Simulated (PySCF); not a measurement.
BiH5, SMILES [BiH5]. Geometry optimised at PBE-D3(BJ)/def2-TZVP. The def2 effective core potentials stand for the cores of Bi; spin–orbit coupling is left out.

Computed equilibrium geometry at PBE-D3(BJ)/def2-TZVP (PySCF confirms it by a frequency run) as a Z-matrix, and its point group:
point group D3h.
```
Bi
H 1 1.8142
H 1 1.8142 2 120.00
H 1 1.8142 2 120.00 3 180.00
H 1 1.8771 2 90.00 3 -90.00
H 1 1.8771 2 90.00 5 -180.00
```
Charge 0, spin multiplicity 1.
